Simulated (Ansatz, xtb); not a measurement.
Spectroscopic constants of TiF, multiplicity 4 (the spin of the measured ground state). No spin–orbit coupling. Ti is treated without relativity.

Seven points along R, fitted to fifth degree in 1/R; most abundant isotopes. In def2 and cc sets the state is the lowest found near the PBE0 minimum, followed along R.

The values were computed with Ansatz (Gaussian basis) for Hartree–Fock, density functionals and correlated methods; xtb for the GFN methods.  The GFN methods have no spin term and hold the electronic entropy of 300 K.

Task: What bond length and harmonic frequency does GFN2-xTB give?

Result: r_e = 1.776 Å, ω_e = 442 cm⁻¹.

Task: What bond length and harmonic frequency does SVWN5/def2-TZVPP give, and what D_e (from each atom's lowest state at the same level)?

Result: r_e = 1.746 Å, ω_e = 714 cm⁻¹, D_e = 7.40 eV.

Task: What bond length and harmonic frequency does wB97M-V/def2-TZVPP give, and what D_e (from each atom's lowest state at the same level)?

Result: r_e = 1.813 Å, ω_e = 655 cm⁻¹, D_e = 5.87 eV.

Measured for the ground state: D_0 5.859 ± 0.34 eV (a handbook's tabulated 298 K bond energy less 3RT/2; such tables hold older values) [Luo, bond dissociation energies, CRC Handbook].

Ansatz is a quantum-chemistry and plane-wave program.
